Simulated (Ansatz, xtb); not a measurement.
**C4H6N2O2: 4 structures ranked**

4 gas-phase structures of C4H6N2O2, from a drawn sample of its isomers (lower ones may exist). Each was relaxed with GFN2-xTB; where two conformers were screened, the lower at r2SCAN-D4/def2-SVP is listed:

A. `COc1nc(C)no1`, a singlet
B. `COCc1ncno1`, a singlet
C. `C=C(NC=O)C(N)=O`, a singlet
D. `NC(=O)/C=C/NC=O`, a singlet

Q: Estimate their order in r2SCAN-D4/def2-SVP energy at these geometries, lowest first.

A: Calculated order at r2SCAN-D4/def2-SVP: C (0.0), D (1.4), A (169.6), B (238.8) kJ/mol. Less than 1 kcal/mol parts C and D, so the order within that pair means little.

Energies above the lowest of each column, in kJ/mol; the last columns are at B3LYP/def2-SVP geometries and were run for some of them only (a dash: not run or not comparable):

```tsv
structure	GFN2-xTB	HF/STO-3G	r2SCAN-D4/def2-SVP	B3LYP/def2-SVP	CCSD(T)/def2-SVP + ΔMP2/def2-TZVPP
C	12.3	216.7	0.0	2.3	0.0
D	11.2	206.7	1.4	0.0	1.5
A	0.0	0.0	169.6	–	–
B	80.5	54.5	238.8	–	–
```

CCSD(T)/def2-SVP + ΔMP2/def2-TZVPP puts C lowest of those it was run on, with D within 1 kcal/mol; GFN2-xTB picks A, HF/STO-3G picks A. Some further structures that were screened fall inside this span and aren't listed. Flexible structures stand in one conformer each, not always the lowest. Frequencies (GFN2-xTB) were run for C, D alone. ΔMP2 is the change of the MP2 energy from the smaller to the larger basis.

Over these structures GFN2-xTB departs from r2SCAN-D4/def2-SVP by 87.5 kJ/mol on average once a common shift is removed. A GFN2-xTB relaxation took about 0.069 s and the r2SCAN-D4/def2-SVP energy about 1.6 s on a shared host (Ansatz 0.2.0, xtb 6.7.1).
